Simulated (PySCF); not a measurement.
Molfile (atoms numbered from 1):
```
C5H9N3
     RDKit          3D

 17 17  0  0  0  0  0  0  0  0999 V2000
   -2.6033    0.3290    0.6214 C   0  0  0  0  0  0  0  0  0  0  0  0
   -1.8445   -0.7063   -0.2042 C   0  0  0  0  0  0  0  0  0  0  0  0
   -0.4880   -0.2932   -0.4191 N   0  0  0  0  0  0  0  0  0  0  0  0
   -0.1289    0.4468   -1.4388 N   0  0  0  0  0  0  0  0  0  0  0  0
    1.1676    0.6533   -1.2636 C   0  0  0  0  0  0  0  0  0  0  0  0
    1.5612    0.0014   -0.0854 C   0  0  0  0  0  0  0  0  0  0  0  0
    2.8973   -0.0687    0.5567 C   0  0  0  0  0  0  0  0  0  0  0  0
    0.4797   -0.5845    0.4182 N   0  0  0  0  0  0  0  0  0  0  0  0
   -2.6139    1.2850    0.1035 H   0  0  0  0  0  0  0  0  0  0  0  0
   -3.6273    0.0016    0.7779 H   0  0  0  0  0  0  0  0  0  0  0  0
   -2.1240    0.4588    1.5885 H   0  0  0  0  0  0  0  0  0  0  0  0
   -2.3101   -0.8287   -1.1844 H   0  0  0  0  0  0  0  0  0  0  0  0
   -1.8167   -1.6645    0.3183 H   0  0  0  0  0  0  0  0  0  0  0  0
    1.7448    1.2291   -1.9567 H   0  0  0  0  0  0  0  0  0  0  0  0
    3.1602    0.8994    0.9828 H   0  0  0  0  0  0  0  0  0  0  0  0
    2.8818   -0.8102    1.3505 H   0  0  0  0  0  0  0  0  0  0  0  0
    3.6572   -0.3359   -0.1754 H   0  0  0  0  0  0  0  0  0  0  0  0
  1  2  1  0
  2  3  1  0
  3  4  1  0
  4  5  2  0
  5  6  1  0
  6  7  1  0
  6  8  2  0
  8  3  1  0
  1  9  1  0
  1 10  1  0
  1 11  1  0
  2 12  1  0
  2 13  1  0
  5 14  1  0
  7 15  1  0
  7 16  1  0
  7 17  1  0
M  END
```

Level of theory: coordinates at the GFN2-xTB level, PBE0/pcSseg-1 with gauge-including orbitals, in PySCF 2.14.0 with density-fitted response routines (no relativistic terms, no solvent, fast rotation and ring inversion assumed for equivalent nuclei, single conformer).

Question: List the cross peaks expected in HSQC, COSY and HMBC spectra.

Answer: 

HSQC (one-bond C–H):
```csv
δH,δC
7.44 (H14),138.0 (C5)
4.41 (H12/H13),51.3 (C2)
2.50 (H15/H16/H17),13.0 (C7)
1.41 (H9/H10/H11),19.5 (C1)
```

COSY cross peaks (H two or three bonds apart, from the bond graph; peaks can be absent where the dihedral angle is near 90°):
```csv
δH,δH
4.41 (H12/H13),1.41 (H9/H10/H11)
```

HMBC (two and three bonds, from the bond graph):
```csv
δH,δC
7.44 (H14),"148.5 (C6), 13.0 (C7)"
4.41 (H12/H13),19.5 (C1)
2.50 (H15/H16/H17),"148.5 (C6), 138.0 (C5)"
1.41 (H9/H10/H11),51.3 (C2)
```

Shifts are taken against calculated references (same method and geometry level): TMS for ¹H and ¹³C.

Shifts are as computed. Against solution values, carbons near 30 ppm lie about +3 ppm off and those near 130 ppm about +5 ppm. Of 1211 compounds with measured shifts, 218 miss one by over three times the rms of a fit or turn the order of signals round; such compounds aren't used in these exercises.
